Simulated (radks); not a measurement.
Values are calculated unless marked as measured or tabulated.
The krypton ion Kr9+, configuration [Ar] 3d9 (the NIST ground configuration). Level of theory: Dirac Kohn-Sham, BLYP, spin-unpolarised, spherical densities, finite nucleus; open shells fill j = l - 1/2 first; Fermi nuclear charge, rms radius 4.1884 fm (a radial shooting solver on a logarithmic mesh with Libxc functionals).

Normalised radial functions P(r) = r R(r) (large component), r in bohr:

r          2p3/2    4s1/2
0.003852  0.0187   0.0908
0.004976  0.0304   0.1114
0.006428  0.0492   0.1347
0.008237  0.0779   0.1592
0.01064   0.1240   0.1847
0.01374   0.1950   0.2072
0.01775   0.3018   0.2216
0.02293   0.4579   0.2204
0.02939   0.6693   0.1957
0.03796   0.9592   0.1367
0.04904   1.3193   0.0377
0.06335   1.7228  -0.0967
0.08118   2.0962  -0.2390
0.1049    2.3674  -0.3522
0.1355    2.4116  -0.3666
0.175     2.1587  -0.2267
0.226     1.6439   0.0643
0.2896    1.0423   0.3914
0.3741    0.5093   0.5874
0.4833    0.1823   0.4618
0.6243    0.0443  -0.0052
0.8       0.0071  -0.5889
1.033     0.0006  -1.0018
1.335     0.0000  -1.0002
1.724     0.0000  -0.6610
2.228     0.0000  -0.2709
2.854     0.0000  -0.0671
3.687     0.0000  -0.0082

2p3/2: eigenvalue -1812.2 eV, 0 radial nodes, <r> = 0.161 bohr, 90 % of the charge inside 0.263 bohr. 4s1/2 (empty): eigenvalue -158.40 eV, 3 radial nodes at r = 0.0530, 0.215, 0.623 bohr, <r> = 1.25 bohr, 90 % of the charge inside 1.79 bohr.
